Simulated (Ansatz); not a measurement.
Isolated molecules relaxed with PBE0-D4/def2-TZVP in Ansatz; ΔE leaves out vibrations. CCSD(T)/CBS is the MP2 limit (def2-TZVPP, def2-QZVPP) plus CCSD(T) − MP2 in def2-TZVPP, frozen cores. This one scheme is used for every species. Functionals use def2-TZVPP. def2 core potentials past Kr. For Ta outer-core shells are correlated without core-valence functions, which leaves a few kJ/mol of doubt a bond. Each species was taken in one conformer, which may not be the lowest.

`[NH]=[Ta]([OH])([F])[F]` + NH₃ → `[NH]=[Ta]([NH2])([OH])[F]` + H–F  (ligand exchange at a Ta–F bond)

| species | r2SCAN0 energy (Eh) |
| --- | --- |
| `[NH]=[Ta]([OH])([F])[F]` | -388.06448 |
| NH₃ | -56.54138 |
| `[NH]=[Ta]([NH2])([OH])[F]` | -344.13961 |
| H–F | -100.43389 |

Problem. Work out ΔE.

Solution. ΔE = (-344.13961) + (-100.43389) − (-388.06448) − (-56.54138) = 0.03236 Eh = +85.0 kJ/mol. CCSD(T)/CBS gives +72.4 kJ/mol.

Largest T1 diagnostic among the species: 0.019.

From BLYP to BHLYP (50 % exact exchange), in def2-TZVPP and without D4, ΔE moves by −5.7 kJ/mol. The D4 term adds −5.8 kJ/mol with B3LYP and −3.2 kJ/mol with PBE0; it sums over pairs of atoms, weighted by their polarisabilities, and B3LYP, whose exchange is more repulsive, gets the larger term. Leaving LDA and LC-ωPBE aside and taking each functional with its dispersion term where it has one, the values, not all of them listed here, spread over 17.4 kJ/mol, from PBE-QIDH to B97M-V. LDA lies −10.6 kJ/mol from PBE without D4.

B3LYP here is the variant with VWN-RPA as its local correlation; programs differ in this.
